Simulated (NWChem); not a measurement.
System: C2H7OSi, doublet; SMILES C[SiH](C)[O]

Output (shortened):

```
             Northwest Computational Chemistry Package (NWChem) 7.3.0
             --------------------------------------------------------

                             Geometry "geometry" -> ""
                             -------------------------

 Output coordinates in angstroms (scale by  1.889725989 to convert to a.u.)

  No.       Tag          Charge          X              Y              Z
 ---- ---------------- ---------- -------------- -------------- --------------
    1 C                    6.0000    -1.55161000    -0.84335200     0.20149100
    2 Si                  14.0000     0.03740800     0.07141600    -0.35740000
    3 C                    6.0000     1.55933100    -0.90255700     0.17831800
    4 O                    8.0000    -0.15599400     1.52746800     0.43401000
    5 H                    1.0000    -1.54077700    -1.82841500    -0.31052400
    6 H                    1.0000    -1.53922000    -0.98839400     1.29812200
    7 H                    1.0000    -2.45608600    -0.27990700    -0.09324800
    8 H                    1.0000    -0.00042000     0.20351600    -1.86228500
    9 H                    1.0000     1.54969100    -1.07327700     1.27328300
   10 H                    1.0000     2.48790600    -0.35455300    -0.07983300
   11 H                    1.0000     1.58868800    -1.88494600    -0.33760100

 Effective nuclear repulsion energy (a.u.)     166.8838837152

                                 NWChem DFT Module
                                 -----------------

 Summary of "ao basis" -> "ao basis" (spherical)
 ------------------------------------------------------------------------------
       Tag                 Description            Shells   Functions and Types
 ---------------- ------------------------------  ------  ---------------------
 C                          def2-svp                 6       14   3s2p1d
 Si                         def2-svp                 8       18   4s3p1d
 O                          def2-svp                 6       14   3s2p1d
 H                          def2-svp                 3        5   2s1p

 in cosmo_initialize ...
 calling solv_data for solv:thf

 solvent parameters
 solvname_short: thf
 solvname_long:  tetrahydrofuran
 dielec:        7.4257
 dielecinf:     1.9740
 nonaqueous SMD model solvent descriptors
 dielec:        7.4257
 sola:          0.0000
 solb:          0.4800
 solc:          0.0000
 solg:         39.4400
 solh:          0.0000
 soln:          1.4050

          ---------------
          -cosmo- solvent
          ---------------
 Cosmo: York-Karplus, doi: 10.1021/jp992097l
 dielectric constant -eps-     =   7.43
 screen = (eps-1)/(eps    )    =   0.86533
 surface charge correction     = lagrangian

   van der Waals surface
 --------------------------

 ---------- ATOMIC COORDINATES (A.U.) ------------ VDWR(ANG.) --
     1   -2.93211774   -1.59370419    0.38076278     1.850
     2    0.07069087    0.13495667   -0.67538807     2.470
     3    2.94670832   -1.70558542    0.33697216     1.850
     4   -0.29478592    2.88649598    0.82015998     2.294
     5   -2.91164634   -3.45520334   -0.58680527     1.200
     6   -2.90870404   -1.86779383    2.45309488     1.200
     7   -4.64132954   -0.52894753   -0.17621317     1.200
     8   -0.00079368    0.38458947   -3.51920836     1.200
     9    2.92849136   -2.02819944    2.40615598     1.200
    10    4.70146063   -0.67000802   -0.15086249     1.200
    11    3.00218500   -3.56203144   -0.63797338     1.200
 number of segments per atom =        128
 number of   points per atom =        128
 atom (   nspa,  nppa )
 ----------------------
    1 (     45,     0 )       0
    2 (     55,     0 )       0
    3 (     43,     0 )       0
    4 (     87,     0 )       0
    5 (     49,     0 )       0
    6 (     52,     0 )       0
    7 (     51,     0 )       0
    8 (     34,     0 )       0
    9 (     51,     0 )       0
   10 (     54,     0 )       0
   11 (     52,     0 )       0
 number of -cosmo- surface points =      573
 molecular surface =    126.971 angstrom**2
 molecular volume  =    117.731 angstrom**3
 -lineq- algorithm             =   0
 -bem- low  level              =   3
 -bem- from -octahedral-
 gaussian surface charge width =   4.50000
 degree of switching           =   1.00000
 switching function tolerance  =   0.00010
 atomic radii =
 --------------
    1  6.000  1.850
    2 14.000  2.470
    3  6.000  1.850
    4  8.000  2.294
    5  1.000  1.200
    6  1.000  1.200
    7  1.000  1.200
    8  1.000  1.200
    9  1.000  1.200
   10  1.000  1.200
   11  1.000  1.200
 ...... end of -cosmo- initialization ......

 nat:                    11
 ixmem:                  6636
 calling mnsol_interface()
 G(SMD-CDS) energy (kcal/mol)  =    -0.401
 SMD-CDS SASA (angstrom**2)    =   146.794

            General Information
            -------------------
          SCF calculation type: DFT
          Wavefunction type:  spin polarized.
          No. of atoms     :    11
          No. of electrons :    41
           Alpha electrons :    21
            Beta electrons :    20
          Charge           :     0
          Spin multiplicity:     2
          Use of symmetry is: off; symmetry adaption is: off
          Maximum number of iterations: 150
          AO basis - number of functions:    95
                     number of shells:    47
          Convergence on energy requested:  1.00D-06
          Convergence on density requested:  1.00D-05
          Convergence on gradient requested:  5.00D-04

              XC Information
              --------------
                         PBE0 Method XC Functional
                     Hartree-Fock (Exact) Exchange  0.250
          PerdewBurkeErnzerhof Exchange Functional  0.750
            Perdew 1991 LDA Correlation Functional  1.000 local
           PerdewBurkeErnz. Correlation Functional  1.000 non-local

[...]

                                COSMO-SMD solvation results
                                ---------------------------

             internal energy in gas <Psi(g)|H|Psi(g)> =      -444.602872308794
         internal energy in solvent <Psi(s)|H|Psi(s)> =      -444.602376452596
                               delta internal energy  =         0.000495856198 (    0.31 kcal/mol)
   total free energy in solvent <Psi(s)|H+V/2|Psi(s)> =      -444.607190541836
 polarization energy contribution <Psi(s)|V/2|Psi(s)> =        -0.004814089240 (   -3.02 kcal/mol)
    total free energy in solvent including G(SMD-CDS) =      -444.607828955055
                       G(SMD-CDS) energy contribution =        -0.000638413219 (   -0.40 kcal/mol)
     1 M fixed-concentration free energy of solvation =        -0.004956646261 (   -3.11 kcal/mol)

                    DFT Final Alpha Molecular Orbital Analysis
                    ------------------------------------------

 Vector   19  Occ=1.000000D+00  E=-3.679169D-01
              MO Center= -8.4D-03,  5.7D-01,  1.8D-01, r^2= 3.1D+00
   Bfn.  Coefficient  Atom+Function         Bfn.  Coefficient  Atom+Function
  ----- ------------  ---------------      ----- ------------  ---------------
    52      0.375352   4 O  pz               55      0.259243   4 O  pz
    50      0.221197   4 O  px               53      0.154988   4 O  px
    27      0.153076   2 Si pz               38     -0.151740   3 C  pz
    36     -0.143735   3 C  px               51     -0.141939   4 O  py
    76     -0.139012   8 H  s                81     -0.136169   9 H  s

 Vector   20  Occ=1.000000D+00  E=-3.167265D-01
              MO Center= -6.6D-01, -3.0D-01, -1.0D-01, r^2= 3.0D+00
   Bfn.  Coefficient  Atom+Function         Bfn.  Coefficient  Atom+Function
  ----- ------------  ---------------      ----- ------------  ---------------
     4      0.329840   1 C  px                5      0.221946   1 C  py
     7      0.215564   1 C  px               22     -0.205621   2 Si px
    76     -0.177187   8 H  s                 3      0.167379   1 C  s
    50      0.168120   4 O  px               51      0.154563   4 O  py
    36      0.147788   3 C  px               77     -0.142423   8 H  s

 Vector   21  Occ=1.000000D+00  E=-3.097994D-01
              MO Center=  4.3D-01,  2.4D-01, -1.9D-01, r^2= 3.2D+00
   Bfn.  Coefficient  Atom+Function         Bfn.  Coefficient  Atom+Function
  ----- ------------  ---------------      ----- ------------  ---------------
    52      0.300717   4 O  pz               36      0.251529   3 C  px
    76      0.241779   8 H  s                55      0.220324   4 O  pz
    50      0.215431   4 O  px               77      0.215502   8 H  s
    35     -0.198178   3 C  s                39      0.192499   3 C  px
    37     -0.176738   3 C  py               53      0.158694   4 O  px

 Vector   22  Occ=0.000000D+00  E= 6.014808D-02
              MO Center=  3.1D-01,  1.6D-01, -5.2D-01, r^2= 3.7D+00
   Bfn.  Coefficient  Atom+Function         Bfn.  Coefficient  Atom+Function
  ----- ------------  ---------------      ----- ------------  ---------------
    26      1.112425   2 Si py                3      1.035279   1 C  s
    25      0.626197   2 Si px               49     -0.492020   4 O  s
    35     -0.298842   3 C  s                67     -0.285807   6 H  s
    92      0.262401  11 H  s                 7      0.235707   1 C  px
    72     -0.234490   7 H  s                23      0.212283   2 Si py

 Vector   23  Occ=0.000000D+00  E= 7.135049D-02
              MO Center=  3.3D-01, -1.1D+00,  2.6D-01, r^2= 7.2D+00
   Bfn.  Coefficient  Atom+Function         Bfn.  Coefficient  Atom+Function
  ----- ------------  ---------------      ----- ------------  ---------------
    35      2.053715   3 C  s                 3      1.627357   1 C  s
    18     -0.998863   2 Si s                92     -0.806339  11 H  s
    87     -0.751903  10 H  s                82     -0.717693   9 H  s
    62     -0.701109   5 H  s                72     -0.635718   7 H  s
    67     -0.590733   6 H  s                26      0.229225   2 Si py

 Vector   24  Occ=0.000000D+00  E= 8.751675D-02
              MO Center= -2.6D-01, -1.6D-01, -2.8D-01, r^2= 5.8D+00
   Bfn.  Coefficient  Atom+Function         Bfn.  Coefficient  Atom+Function
  ----- ------------  ---------------      ----- ------------  ---------------
     3      1.567580   1 C  s                35     -1.472702   3 C  s
    25      1.102372   2 Si px               26     -0.647694   2 Si py
    82      0.637981   9 H  s                72     -0.592510   7 H  s
    67     -0.541192   6 H  s                62     -0.494678   5 H  s
    27     -0.473993   2 Si pz               49      0.418226   4 O  s

                     DFT Final Beta Molecular Orbital Analysis
                     -----------------------------------------

 Vector   18  Occ=1.000000D+00  E=-3.559157D-01
              MO Center=  1.6D-01,  3.5D-01,  1.6D-01, r^2= 3.3D+00
   Bfn.  Coefficient  Atom+Function         Bfn.  Coefficient  Atom+Function
  ----- ------------  ---------------      ----- ------------  ---------------
    52      0.379124   4 O  pz               55      0.262828   4 O  pz
    36     -0.193794   3 C  px               27      0.162179   2 Si pz
    23     -0.156095   2 Si py               38     -0.139090   3 C  pz
    76     -0.133802   8 H  s                81     -0.128500   9 H  s
    50      0.126416   4 O  px               26     -0.124884   2 Si py

 Vector   19  Occ=1.000000D+00  E=-3.288166D-01
              MO Center= -5.3D-01, -2.8D-01,  2.6D-02, r^2= 3.2D+00
   Bfn.  Coefficient  Atom+Function         Bfn.  Coefficient  Atom+Function
  ----- ------------  ---------------      ----- ------------  ---------------
     4      0.320729   1 C  px               22     -0.251601   2 Si px
    36      0.189865   3 C  px                7      0.183212   1 C  px
    25     -0.183499   2 Si px               50     -0.167941   4 O  px
     5      0.164662   1 C  py               86      0.143225  10 H  s
    19      0.139233   2 Si px               53     -0.120380   4 O  px

 Vector   20  Occ=1.000000D+00  E=-2.963785D-01
              MO Center=  2.4D-01,  6.1D-01, -1.1D-01, r^2= 3.0D+00
   Bfn.  Coefficient  Atom+Function         Bfn.  Coefficient  Atom+Function
  ----- ------------  ---------------      ----- ------------  ---------------
    52      0.371966   4 O  pz               55      0.277991   4 O  pz
    77      0.238089   8 H  s                76      0.235674   8 H  s
    50      0.215705   4 O  px               35     -0.204902   3 C  s
    51     -0.201219   4 O  py               36      0.195825   3 C  px
    39      0.173073   3 C  px               53      0.161472   4 O  px

 Vector   21  Occ=0.000000D+00  E=-1.522171D-01
              MO Center= -2.5D-01,  1.1D+00,  2.9D-01, r^2= 2.0D+00
   Bfn.  Coefficient  Atom+Function         Bfn.  Coefficient  Atom+Function
  ----- ------------  ---------------      ----- ------------  ---------------
    50      0.463940   4 O  px               53      0.396389   4 O  px
     3      0.280537   1 C  s                51      0.218804   4 O  py
    54      0.183737   4 O  py               25      0.174802   2 Si px
     7      0.152260   1 C  px               52     -0.152420   4 O  pz
     4      0.143875   1 C  px               77     -0.142119   8 H  s

 Vector   22  Occ=0.000000D+00  E= 6.684333D-02
              MO Center=  1.5D-01,  6.4D-02, -5.0D-01, r^2= 3.8D+00
   Bfn.  Coefficient  Atom+Function         Bfn.  Coefficient  Atom+Function
  ----- ------------  ---------------      ----- ------------  ---------------
    26      1.177847   2 Si py                3      1.098453   1 C  s
    49     -0.518022   4 O  s                25      0.486329   2 Si px
    67     -0.335147   6 H  s                72     -0.279939   7 H  s
     7      0.217981   1 C  px               23      0.218711   2 Si py
    92      0.184248  11 H  s                55      0.183152   4 O  pz

 Vector   23  Occ=0.000000D+00  E= 7.245058D-02
              MO Center=  5.1D-01, -1.0D+00,  2.6D-01, r^2= 7.2D+00
   Bfn.  Coefficient  Atom+Function         Bfn.  Coefficient  Atom+Function
  ----- ------------  ---------------      ----- ------------  ---------------
    35      2.122769   3 C  s                 3      1.451830   1 C  s
    18     -0.964512   2 Si s                92     -0.845102  11 H  s
    87     -0.769871  10 H  s                82     -0.756889   9 H  s
    62     -0.671442   5 H  s                72     -0.590921   7 H  s
    67     -0.538879   6 H  s                25     -0.258411   2 Si px

   alpha - beta orbital overlaps
   -----------------------------

   alpha      1      2      3      4      5      6      7      8      9     10
    beta      1      2      3      4      5      6      7      8      9     10
 overlap   1.000  1.000  1.000  1.000  1.000  1.000  0.995  0.995  0.998  0.992

   alpha     11     12     13     14     15     16     17     18     19     20
    beta     11     12     13     13     14     16     15     17     18     19
 overlap   0.992  0.994  0.610  0.754  0.790  0.905  0.690  0.947  0.944  0.759

   alpha     21     22     23     24     25     26     27     28     29     30
    beta     20     22     23     24     25     26     27     28     29     30
 overlap   0.970  0.986  0.994  0.991  0.998  0.995  0.997  0.997  0.997  0.975

[...]
```

Level: PBE0/def2-SVP, spin-unrestricted, SMD on the gas-phase geometry. Structure relaxed at the PBE-D3(BJ)/def2-SVP, spin-unrestricted level. Not confirmed as a minimum by frequencies. No stability test was run on the SCF state. Solvent: tetrahydrofuran.

Task: Write an input that gives this output.

Result: This is not unique; one that fits is the input that was run:
```
start job
memory heap 200 mb stack 900 mb global 1100 mb
geometry units angstroms noautosym nocenter noautoz
  C     -1.551610    -0.843352     0.201491
  Si     0.037408     0.071416    -0.357400
  C      1.559331    -0.902557     0.178318
  O     -0.155994     1.527468     0.434010
  H     -1.540777    -1.828415    -0.310524
  H     -1.539220    -0.988394     1.298122
  H     -2.456086    -0.279907    -0.093248
  H     -0.000420     0.203516    -1.862285
  H      1.549691    -1.073277     1.273283
  H      2.487906    -0.354553    -0.079833
  H      1.588688    -1.884946    -0.337601
end
basis spherical
  C library def2-svp
  Si library def2-svp
  O library def2-svp
  H library def2-svp
end
dft
  odft
  mult 2
  xc pbe0
  iterations 150
end
cosmo
  do_cosmo_smd true
  solvent thf
end
task dft energy
```
